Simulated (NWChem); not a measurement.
## Total energies of iminoborane (H₂BN)

SMILES: B=N
```xyz
4

B      0.0000     0.0000    -0.7011
N      0.0000     0.0000     0.5488
H      0.0000     0.0000    -1.8910
H      0.0000     0.0000     1.5544
```
Charge 0, spin multiplicity 1.

Program: NWChem. The geometry was optimised at PBE/def2-SVP, a minimum by its harmonic frequencies.

Basis set: def2-SVP (38 functions).

```csv
method,total energy (Ha)
RHF,-80.23476
MP2,-80.48637
B2PLYP,-80.65740
PBE,-80.62985
B3LYP,-80.74720
M06-2X,-80.70507
CCSD(T),-80.51130
```

Total energies of different functionals aren't comparable as a measure of quality: only differences taken within one method are. 

The correlated methods keep 2 core orbitals frozen. B3LYP has NWChem's definition, with VWN1-RPA local correlation. Coupled-cluster values serve here as a point of comparison, not as the truth.
